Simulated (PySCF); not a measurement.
**Ionisation energy of Tc by level of theory**

Tc [Kr] 4d5 5s2 (6S) → Tc⁺ [Kr] 4d5 5s1 (7S), as a difference of total energies. Calculation: PySCF 2.14, in def2-TZVP with the def2 core potential (28 electrons) (6s4p3d1f, 40 functions); a scalar-relativistic core potential. Correlated levels: valence: 4s2 4p6 frozen. The calculations carry no spin-orbit coupling.

| method | ionisation energy (eV) |
| --- | --- |
| UHF | 5.542 |
| M06-2X | 7.797 |
| PBE | 6.908 |
| MP2 (valence) | 6.482 |
| SCS-MP2 (valence) | 6.693 |

Errors of the correlated levels include the incompleteness of this basis and the frozen core.

MP2 underrates the near-degeneracy of ns² with np² in the lower species.

Problem. Which method comes closest to the reference value, and which is furthest?

Solution. The reference is 7.119 eV (measured; NIST Atomic Spectra Database, ionization energies). Closest: PBE (error -0.211 eV); furthest: UHF (error -1.577 eV).
